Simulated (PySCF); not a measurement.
## Two-photon absorption: `O=[S@@](C)C1=CC=C(Cl)C=C1`, C7H7ClOS

Geometry (Å), atoms numbered from 1 in this order:
```xyz
17

C    -2.3413   -0.4299   -0.4950
S    -1.2440   -0.2183    0.9393
O    -1.6474    1.0848    1.5678
C     0.2581    0.1170   -0.0105
C     0.9778   -0.9046   -0.6275
C     2.1498   -0.5983   -1.3118
C     2.5927    0.7259   -1.3489
Cl    4.0542    1.1062   -2.1931
C     1.8832    1.7430   -0.7102
C     0.7082    1.4318   -0.0313
H    -2.3167    0.5037   -1.0738
H    -3.3480   -0.6025   -0.0901
H    -2.0191   -1.2873   -1.1025
H     0.6335   -1.9418   -0.5788
H     2.7304   -1.3767   -1.8094
H     2.2576    2.7675   -0.7452
H     0.1206    2.1881    0.4978
```

Computed, not measured: PySCF, TDDFT CAM-B3LYP/aug-cc-pVDZ excited states, vertical, gas phase. Geometry: PBE0-D3(BJ)/def2-SVP.

Give the one- and two-photon strengths of the lowest singlets.

δ for parallel linear polarisation; σ at the peak of a Lorentzian of half width 0.1 eV, single beam; Ω is circular over linear.
| state | E (eV) | f | photon λ (nm) | δ (au) | σ (GM) | Ω | main |
| --- | --- | --- | --- | --- | --- | --- | --- |
| S1 | 5.12 | 0.025 | 485 | 1.45 | 0.01 | 1.40 | HOMO→LUMO+1 0.35, HOMO→LUMO 0.26 |
| S2 | 5.17 | 0.135 | 479 | 53.5 | 0.53 | 1.08 | HOMO→LUMO 0.63, HOMO→LUMO+1 0.18 |
| S3 | 5.85 | 0.089 | 424 | 98.1 | 1.23 | 0.47 | HOMO−1→LUMO 0.37, HOMO→LUMO+1 0.10 |
| S4 | 5.89 | 0.014 | 421 | 88 | 1.12 | 0.76 | HOMO−1→LUMO+1 0.40, HOMO→LUMO+1 0.26 |
| S5 | 5.97 | 0.011 | 415 | 54.2 | 0.71 | 1.44 | HOMO−1→LUMO 0.29, HOMO→LUMO+6 0.11 |
| S6 | 6.17 | 0.009 | 402 | 422 | 5.89 | 0.06 | HOMO→LUMO+2 0.75 |

Among these, the strongest one-photon state is S2, the strongest two-photon state S6, with a dipole change of 7.9 D (relaxed, norm of the difference vector).
